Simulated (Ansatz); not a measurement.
`C[O][Ga]([F])[SH]` → `[F][GaH][SH]` + `C=O` at 700 K and 1 bar (β-hydride elimination).

Gas-phase electronic energies from Ansatz, PBE0-D4/def2-TZVP geometries. CBS: MP2 limit from def2 TZ/QZ plus the TZ coupled-cluster correction, frozen cores. This one scheme is used for every species. For Ga outer-core shells are correlated without core-valence functions, which leaves a few kJ/mol of doubt a bond. Scalar relativity is left out up to krypton. One conformer a species, not always the lowest.

| species | CCSD(T)/CBS energy (Eh) | H − E (kJ/mol) | S (J/(mol·K)) |
| --- | --- | --- | --- |
| `C[O][Ga]([F])[SH]` | -2537.23701 | 217.0 | 490.2 |
| `[F][GaH][SH]` | -2422.78377 | 96.6 | 372.8 |
| `C=O` | -114.39408 | 97.4 | 254.3 |

H − E and S are ideal-gas, rigid-rotor, harmonic terms from PBE0-D4/def2-TZVP, for one conformer and one mirror image of each species. 1 Eh = 2625.50 kJ/mol, R = 8.31446 J/(mol·K).

Task: By hand: ΔE, ΔH, ΔS and ΔG.

Result: ΔE = (-2422.78377) + (-114.39408) − (-2537.23701) = 0.05916 Eh = 155.3 kJ/mol. Δ(H − E) = 96.6 + 97.4 − 217.0 = -23.0, so ΔH = 132.3 kJ/mol. ΔS = 372.8 + 254.3 − 490.2 = 136.9 J/(mol·K). ΔG = 132.3 − 700 × (136.9)/1000 = 36.5 kJ/mol.

Task: By hand: the equilibrium constant, and the temperature at which ΔG would vanish if ΔH and ΔS stayed fixed.

Result: log₁₀ K = −ΔG/(RT ln 10) = -2.7. ΔG = 0 at ΔH/ΔS = 966 K.

The number of gas molecules changes by +1, which sets the sign of ΔS. A doubt of 5 kJ/mol in ΔE shifts log₁₀ K by 0.4 here. Other conformers and mirror images would add mixing entropy, several J/(mol·K) or more a flexible species. These are equilibria of isolated gas molecules and say nothing of rates. Largest T1 diagnostic: 0.015 (customary marks: 0.02 for closed shells, 0.045 for open ones).
